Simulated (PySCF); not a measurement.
SMILES C[SiH](C)N[SiH](C)C, GFN2-xTB optimised geometry.

```
22

Si     0.56    -0.15     0.00
C      2.46    -0.15     0.00
C     -0.12     1.62     0.00
N      0.04    -0.96     1.44
Si    -1.52    -0.99     2.21
C     -1.51    -2.43     3.45
C     -2.86    -1.25     0.89
H      0.06    -0.87    -1.19
H      2.86     0.36     0.87
H      2.84     0.35    -0.88
H      2.85    -1.16     0.00
H      0.27     2.20     0.83
H     -1.21     1.62     0.09
H      0.13     2.15    -0.92
H      0.76    -1.50     1.91
H     -1.76     0.28     2.92
H     -0.73    -2.30     4.20
H     -1.34    -3.38     2.97
H     -2.46    -2.49     3.98
H     -2.81    -0.47     0.14
H     -3.85    -1.23     1.32
H     -2.74    -2.20     0.38
```

Density from B3LYP/def2-SVP run with PySCF 2.14.0 at that geometry.

Minimum of the electron density along straight lines between bonded atoms, close to the bond critical point (lines longer than 1.1 times the sum of covalent radii, or with two minima, are not listed):

```
bond     length / Å  ρ at the minimum / e bohr⁻³  ∇²ρ there / e bohr⁻⁵  position (fraction from the first atom)
-------  ----------  ---------------------------  --------------------  ---------------------------------------
Si1–C2        1.899                        0.112                  0.33                                     0.38
Si1–C3        1.898                        0.112                  0.33                                     0.38
Si1–N4        1.737                        0.119                  0.70                                     0.40
N4–Si5        1.737                        0.119                  0.70                                     0.60
Si5–C6        1.899                        0.112                  0.33                                     0.38
Si5–C7        1.898                        0.112                  0.33                                     0.38
Si1–H8        1.476                        0.115                  0.32                                     0.49
C2–H9         1.086                        0.272                 -0.97                                     0.62
C2–H10        1.085                        0.273                 -0.98                                     0.62
C2–H11        1.085                        0.272                 -0.97                                     0.62
C3–H12        1.086                        0.272                 -0.97                                     0.62
C3–H13        1.085                        0.272                 -0.97                                     0.62
C3–H14        1.086                        0.272                 -0.97                                     0.62
N4–H15        1.007                        0.328                 -1.47                                     0.76
Si5–H16       1.476                        0.115                  0.32                                     0.49
C6–H17        1.085                        0.272                 -0.97                                     0.62
C6–H18        1.086                        0.272                 -0.97                                     0.62
C6–H19        1.085                        0.273                 -0.98                                     0.62
C7–H20        1.085                        0.272                 -0.97                                     0.62
C7–H21        1.086                        0.272                 -0.97                                     0.62
C7–H22        1.086                        0.272                 -0.97                                     0.62
```
